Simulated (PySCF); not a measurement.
Compound: 4-ethynylpyridine, C₇H₅N.
Numbering: `[CH:1]#[C:2][c:3]1[cH:4][cH:5][n:6][cH:7][cH:8]1`

NICS = −σ at a ghost point: NICS(0) at the centroid of the ring atoms, NICS(1) 1 Å to either side along the normal of their mean plane, zz for the tensor component along that normal. Level: GIAO HF/pcSseg-2 (PySCF, non-relativistic, gas phase) on the PBE0-D3(BJ)/def2-SVP geometry, one conformer.

Ring bond lengths (Å): C3–C4 1.403, C4–C5 1.392, C5–N6 1.331, N6–C7 1.331, C7–C8 1.392, C8–C3 1.403.

What do the NICS probes read (ppm)?

```json
{"ring": "C3–C4–C5–N6–C7–C8", "type": "6-membered ring with N; formal bonds all aromatic", "NICS(0)": "-8.6", "NICS(1), two faces": "-10.5 / -10.5", "NICS(1)zz, two faces": "-30.0 / -30.0", "rms pucker (Å)": "0.00", "centre to ring atoms, mean (Å)": "1.37"}
```

What can be read from them?

- C3–C4–C5–N6–C7–C8: mean NICS(1)zz -30.0 ppm, shielded. For a flat ring without four-coordinate atoms the NICS criterion counts such a value as aromatic.

How equal are the bonds by HOMA? HOMA = 1 − mean of α(R − Ropt)² over the ring bonds, with Krygowski's 1993 parameters (CC: Ropt 1.388 Å, α 257.7 Å⁻²; CN: Ropt 1.334 Å, α 93.52 Å⁻²).

- C3–C4–C5–N6–C7–C8: HOMA 0.98; the largest term is that of C3–C4, α(R − Ropt)² = 0.06. The geometric and the magnetic index point the same way.

What is the mean of the two in-plane components of NICS at the first NICS(1) probe listed for ring C3–C4–C5–N6–C7–C8, 1 Å off the ring?

The isotropic value is a third of the trace: (3 × -10.5 − (-30.0))/2 = -0.8 ppm.

Give the inner angles of the rings.

- C3–C4–C5–N6–C7–C8: C3 117.7°, C4 118.6°, C5 123.8°, N6 117.5°, C7 123.8°, C8 118.6°; sum 720.0° against 720° for a flat convex ring.

How shielded are the nuclei of the rings and their hydrogens (means over atoms taken as equivalent)?

| atoms | environment | σ isotropic (ppm) | principal values of the symmetric part, first atom (ppm) |
| --- | --- | --- | --- |
| C3 | substituted aromatic carbon | 46.0 | -83.3, 36.7, 184.5 |
| C4 (×2) | aromatic CH carbon | 57.4 | -62.6, 59.7, 175.0 |
| C5 (×2) | aromatic CH next to a ring nitrogen | 29.5 | -96.3, 27.6, 157.1 |
| N6 | pyridine-type nitrogen | -106.6 | -432.3, -197.0, 309.4 |
| H on C4 (×2) | aromatic hydrogen | 24.13 | 20.6, 22.5, 29.3 |
| H on C5 (×2) | aromatic hydrogen | 22.83 | 18.9, 22.3, 27.3 |

How do the values depend on the level or the medium?

```tsv
level	NICS(0), C3–C4–C5–N6–C7–C8	mean NICS(1)zz, C3–C4–C5–N6–C7–C8
HF/pcSseg-2, gas	-8.6	-30.0
PBE0/pcSseg-1, gas	-7.4	-27.1
```

The geometry is the same throughout.

On an x86-64 server with one thread, no GPU, on a shared host, this took 28 s wall. This is the whole shielding run at HF/pcSseg-2, SCF included.
